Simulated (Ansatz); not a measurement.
C3H8SSi, SMILES `C1CSC[SiH2]1` from Hartree–Fock to CCSD(T)

```csv
atom,x (Å),y (Å),z (Å)
C1,0.282,1.032,0.699
C2,-0.752,1.226,-0.408
S3,-0.353,0.173,-1.829
C4,-0.115,-1.358,-0.895
Si5,0.677,-0.813,0.734
H6,1.195,1.582,0.456
H7,-0.086,1.405,1.658
H8,-0.778,2.251,-0.786
H9,-1.756,0.980,-0.053
H10,-1.065,-1.877,-0.746
H11,0.542,-2.007,-1.475
H12,0.068,-1.515,1.899
H13,2.141,-1.077,0.746
```

The species carries charge 0 and has multiplicity 1. Geometry: relaxed with PBE0-D4/def2-TZVP. Frozen core, restricted reference, the Gaussian-basis code of Ansatz. CBS rows extrapolate triple and quadruple zeta; past MP2 they add the triple-zeta difference.

| basis | HF (Eh) | MP2 corr. | CCSD corr. | (T) | CCSD(T) total |
| --- | --- | --- | --- | --- | --- |
| def2-SVP | -804.42110 | -0.65194 | -0.71659 | -0.02341 | -805.16110 |
| def2-TZVPP | -804.79503 | -0.81562 | -0.87363 | -0.03878 | -805.70744 |
| def2-QZVPP | -804.82074 | -0.87290 | – | – | – |
| CBS(def2) | -804.82428 | -0.91534 | -0.97335 | as TZ | -805.83641 |
